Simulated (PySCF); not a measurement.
## Induced dipoles and field energies

Compound: C5H10N2Si.
Structure used (GFN2-xTB), in Å, numbered top down from 1:
```xyz
18
C5H10N2Si angstrom
N     -1.758    0.445   -1.901
C     -1.165    0.697   -0.824
C     -1.661    0.348    0.563
N     -2.753   -0.609    0.479
C      0.164    1.411   -0.879
C      1.215    0.579   -0.325
C      2.065   -0.133    0.147
Si     3.377   -1.218    0.856
H     -2.652   -0.028   -1.778
H     -0.805    0.004    1.169
H     -2.049    1.264    1.024
H     -3.167   -0.761    1.391
H     -2.407   -1.502    0.140
H      0.102    2.340   -0.304
H      0.388    1.646   -1.922
H      4.201   -1.734   -0.238
H      2.718   -2.319    1.567
H      4.179   -0.423    1.791
```

Level: CAM-B3LYP/def2-SVPD (PySCF); nuclei fixed, core orbitals frozen in the response. Permanent dipole (-0.212, -0.333, 2.816) D (1 au = 2.5417 D). Static polarisability (au):

```
x   120.04 -10.64  14.01
y   -10.64  90.90  -8.51
z    14.01  -8.51  95.19
```

Only the terms in μ and α are kept: μ(F) = μ + αF and ΔE = −μ·F − ½ F·αF.

(1) What do fields of 0.257 V/Å (0.005 au) along the six axis directions do?

(2) For the field (0.0005, 0.0015, 0.0030) au, what is the induced dipole, and what angle does it make with the field?

(3) At what field along the permanent dipole would the induced dipole along it equal the permanent one, in this linear picture?

(4) What field makes μF equal to kT at 100 K?

(5) Induction energy −ᾱe²/2R⁴ of a unit charge at 20 Å, the molecule taken as a point?

Answers

(1) 
| field along | induced x (D) | induced y (D) | induced z (D) | total size (D) | −μ·F (kJ/mol) | −½F·αF (kJ/mol) |
| --- | --- | --- | --- | --- | --- | --- |
| +x | 1.526 | -0.135 | 0.178 | 3.303 | +1.095 | -3.940 |
| −x | -1.526 | 0.135 | -0.178 | 3.165 | -1.095 | -3.940 |
| +y | -0.135 | 1.155 | -0.108 | 2.851 | +1.720 | -2.983 |
| −y | 0.135 | -1.155 | 0.108 | 3.282 | -1.720 | -2.983 |
| +z | 0.178 | -0.108 | 1.210 | 4.050 | -14.544 | -3.124 |
| −z | -0.178 | 0.108 | -1.210 | 1.668 | +14.544 | -3.124 |

(2) αF = (0.219, 0.268, 0.711) D, at 9.5° to the field. The polarisability along this direction, F·αF/F², is 90.50 au, against a mean of 102.04 au.

(3) The polarisability along the dipole is 94.99 au, so F = 1.1187 au / 94.99 au = 0.0118 au = 0.61 V/Å; higher-order terms are ignored.

(4) kT = 0.3167 × 10⁻³ Eh, so F = 0.000283 au = 1.46 MV/cm.

(5) R = 37.79 bohr, so the energy is −102.0/(2 × 37.79⁴) Eh = -0.0657 kJ/mol. The charge–dipole term at its most favourable orientation, −μe/R², is -2.06 kJ/mol.

Isolated species at its GFN2-xTB geometry (one conformer only).
